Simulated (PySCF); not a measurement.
# Manganese: a sound run and one with changed settings

Sound run: Mn²⁺ [Ar] 3d5, Mn³⁺ [Ar] 3d4. Computed with PySCF 2.14 in cc-pVTZ-DK (7s6p4d2f1g, 68 functions), with scalar relativity by spin-free X2C-1e. In the sound run the correlated levels freeze [Ar]. The sound run starts from symmetry-adapted Hartree-Fock orbitals and uses a fine grid where one is needed.

A second run was set up differently.

| species | method | sound run (hartree) | changed run (hartree) | converged |
| --- | --- | --- | --- | --- |
| Mn²⁺ | MP2 | -1156.68531 | -1157.03916 | yes |
| Mn³⁺ | MP2 | -1155.46547 | -1155.79633 | yes |

Ionisation energy of Mn²⁺:

```tsv
method	sound run (eV)	changed run (eV)
UHF	32.361	32.361
MP2	33.194	33.819
SCS-MP2	32.639	33.279
```

Q: What was changed?
A. basis contracted for another Hamiltonian
B. all electrons correlated in a valence basis
C. minimal basis
D. level shift left on

A: B. A valence basis has no tight correlating functions, so it recovers only part of the core correlation, and not evenly between atom and ion.
